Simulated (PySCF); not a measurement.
# Finite-field polarisability of Sr (strontium, neutral)

[Kr] 5s2, closed-shell 1S. Computed with PySCF 2.14 in ANO-RCC-VTZP (7s6p3d1f, 47 functions), with scalar relativity by spin-free X2C-1e. Frozen: [Ar] 3d10. Energy changes in a uniform field (μhartree):

```
axis   F (au)        HF       MP2      CCSD   CCSD(T)
   x  0.00095  -100.188   -75.445   -87.402   -86.123
   x   0.0019  -400.599  -301.790  -349.404  -344.294
```

Q: Derive α along x at CCSD(T) from the two fields.

A: With ΔE = −αF²/2 − γF⁴/24, α = −(16 ΔE(F) − ΔE(2F))/(6F²) = 190.9 bohr³.

Q: And the mean polarisability at each level?

A: HF 222.1, MP2 167.2, CCSD 193.7, CCSD(T) 190.9 bohr³. Reference: 197.2 ± 0.2 bohr³ (recommended; Schwerdtfeger and Nagle, table of static dipole polarizabilities (2023 update)).

The basis has no added diffuse functions, which lowers α.
